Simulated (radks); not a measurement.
Values are calculated unless marked as measured or tabulated.
Correlation energies from several functionals, in hartree. Species: Cs [Xe] 6s1; Sb4+ [Kr] 4d10 5s1; Pb2+ [Hg]; K4+ [Ne] 3s2 3p3. Code: a radial shooting solver on a logarithmic mesh with Libxc functionals. Model: non-relativistic Kohn-Sham, PBE, spin-polarised, spherical densities, point nucleus. Every spin shell is full or empty, so the densities are truly spherical. Functionals are evaluated on that one density, not self-consistently.

functional       Cs     Sb4+     Pb2+       K4+
PW92        -5.2580  -4.6719  -8.4609   -1.2617
VWN5        -5.2803  -4.6926  -8.4953   -1.2682
PZ          -5.2586  -4.6698  -8.4685   -1.2547
Chachiyo    -5.1906  -4.6129  -8.3701   -1.2371
PBEsol      -3.3409  -2.9291  -5.5713  -0.67496
LYP         -2.7802  -2.4524  -4.3966  -0.63292
P86         -3.3563  -2.9328  -5.5935  -0.65935
AM05        -4.9044  -4.3580  -7.9778   -1.1451
OP (B88)    -2.6994  -2.3927  -4.3140  -0.60547
revTPSS     -2.9918  -2.6194  -5.0190  -0.59263
SCAN        -2.9526  -2.5742  -5.0103  -0.57419
r2SCAN      -2.9715  -2.5881  -5.0262  -0.57998
B95         -3.6134  -3.1869  -6.1951  -0.69787
Tao-Mo      -2.8573  -2.5065  -4.8715  -0.52768
